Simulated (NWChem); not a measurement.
System: C₂H₈OSi; SMILES C(OC)[SiH3]

Here is an NWChem input.

```
start job
memory heap 200 mb stack 900 mb global 1100 mb
geometry units angstroms noautosym nocenter noautoz
  C      0.705268     1.824850     0.244011
  O     -0.319281     1.191387    -0.457291
  C     -0.831834     0.047231     0.177819
  Si     0.187513    -1.539690    -0.130245
  H      1.019207     2.700411    -0.341606
  H      0.368426     2.173129     1.241627
  H      1.588619     1.173477     0.394615
  H     -0.969882     0.213069     1.266901
  H     -1.840907    -0.128343    -0.233113
  H      1.590869    -1.411512     0.369142
  H      0.230721    -1.839412    -1.592454
  H     -0.466971    -2.678708     0.586825
end
basis spherical
  * library 6-31g*
end
dft
  xc b3lyp
  iterations 150
end
property
  shielding
end
task dft property
```

Excerpt of the output:

```
             Northwest Computational Chemistry Package (NWChem) 7.3.0
             --------------------------------------------------------

                             Geometry "geometry" -> ""
                             -------------------------

 Output coordinates in angstroms (scale by  1.889725989 to convert to a.u.)

  No.       Tag          Charge          X              Y              Z
 ---- ---------------- ---------- -------------- -------------- --------------
    1 C                    6.0000     0.70526800     1.82485000     0.24401100
    2 O                    8.0000    -0.31928100     1.19138700    -0.45729100
    3 C                    6.0000    -0.83183400     0.04723100     0.17781900
    4 Si                  14.0000     0.18751300    -1.53969000    -0.13024500
    5 H                    1.0000     1.01920700     2.70041100    -0.34160600
    6 H                    1.0000     0.36842600     2.17312900     1.24162700
    7 H                    1.0000     1.58861900     1.17347700     0.39461500
    8 H                    1.0000    -0.96988200     0.21306900     1.26690100
    9 H                    1.0000    -1.84090700    -0.12834300    -0.23311300
   10 H                    1.0000     1.59086900    -1.41151200     0.36914200
   11 H                    1.0000     0.23072100    -1.83941200    -1.59245400
   12 H                    1.0000    -0.46697100    -2.67870800     0.58682500

 Effective nuclear repulsion energy (a.u.)     173.1576870812

                              NWChem Property Module
                              ----------------------

  itol2e modified to match energy
  convergence criterion.

                                 NWChem DFT Module
                                 -----------------

 Summary of "ao basis" -> "ao basis" (spherical)
 ------------------------------------------------------------------------------
       Tag                 Description            Shells   Functions and Types
 ---------------- ------------------------------  ------  ---------------------
 C                           6-31g*                  6       14   3s2p1d
 O                           6-31g*                  6       14   3s2p1d
 Si                          6-31g*                  8       18   4s3p1d
 H                           6-31g*                  2        2   2s

  itol2e modified to match energy
  convergence criterion.

[...]

          -----------------------------------------
          Chemical Shielding Tensors (GIAO, in ppm)
          -----------------------------------------

                                NWChem CPHF Module
                                ------------------

  scftype          =     RHF
  nclosed          =       21
  nopen            =        0
  variables        =     1155
  # of vectors     =        3
  tolerance        = 0.10D-03
  level shift      = 0.00D+00
  max iterations   =       50
  max subspace     =       30

 SCF residual:    5.4319714464559387E-005

Iterative solution of linear equations
  No. of variables     1155
  No. of equations        3
  Maximum subspace       30
        Iterations       50
       Convergence  1.0D-04

   iter   nsub   residual    time
   ----  ------  --------  ---------
     1      3    2.63D-01      48.1
     2      6    7.16D-03      53.9
     3      9    3.14D-04      57.2
     4     12    2.88D-05      61.1

      Atom:    1  C
        Diamagnetic
    250.5549      5.2713      4.6784
      5.2713    248.7510      3.2844
      4.6784      3.2844    245.9342

        Paramagnetic
   -102.9189     25.7313     17.0736
     25.7313   -123.2848     16.3511
     17.0736     16.3511   -116.5370

        Total Shielding Tensor
    147.6360     31.0026     21.7519
     31.0026    125.4662     19.6356
     21.7519     19.6356    129.3972

           isotropic =     134.1664
          anisotropy =      75.9422

          Principal Components and Axis System
                 1           2           3
              184.7946    114.9675    102.7372

      1         0.7116     -0.5235     -0.4686
      2         0.5260     -0.0453      0.8493
      3         0.4658      0.8508     -0.2432

      Atom:    2  O
        Diamagnetic
    389.4911     20.3250      5.7018
     20.3250    397.2181     -3.4399
      5.7018     -3.4399    381.5670

        Paramagnetic
    -78.4109    -17.3410     11.7901
    -17.3410    -65.8016     -5.9435
     11.7901     -5.9435    -11.3420

        Total Shielding Tensor
    311.0802      2.9840     17.4919
      2.9840    331.4165     -9.3834
     17.4919     -9.3834    370.2251

           isotropic =     337.5739
          anisotropy =      58.4462

          Principal Components and Axis System
                 1           2           3
              376.5381    331.0236    305.1601

      1         0.2461      0.2484      0.9369
      2        -0.1817      0.9613     -0.2072
      3         0.9521      0.1192     -0.2817

      Atom:    3  C
        Diamagnetic
    243.7776     -0.8108     -3.1114
     -0.8108    255.7142     -3.1762
     -3.1114     -3.1762    240.7191

        Paramagnetic
   -122.2369     29.0789    -17.0249
     29.0789    -93.4692    -23.4993
    -17.0249    -23.4993   -121.8723

        Total Shielding Tensor
    121.5408     28.2681    -20.1363
     28.2681    162.2450    -26.6755
    -20.1363    -26.6755    118.8468

           isotropic =     134.2109
          anisotropy =      86.2129

          Principal Components and Axis System
                 1           2           3
              191.6862    110.9351    100.0113

      1         0.4400      0.5886      0.6782
      2         0.7971     -0.6038      0.0069
      3        -0.4136     -0.5376      0.7348

      Atom:    4  Si
        Diamagnetic
    881.0316     -1.6264     -0.1656
     -1.6264    885.7400      0.1572
     -0.1656      0.1572    879.7637

        Paramagnetic
   -430.9088    -19.5707     -1.2505
    -19.5707   -407.2571      5.4534
     -1.2505      5.4534   -409.8525

[...]
```

Level: B3LYP/6-31G* (spherical d), GIAO. Coordinates come from a PBE0/def2-SVP optimisation. The printed shielding anisotropy is the first printed principal value minus the mean of the other two.
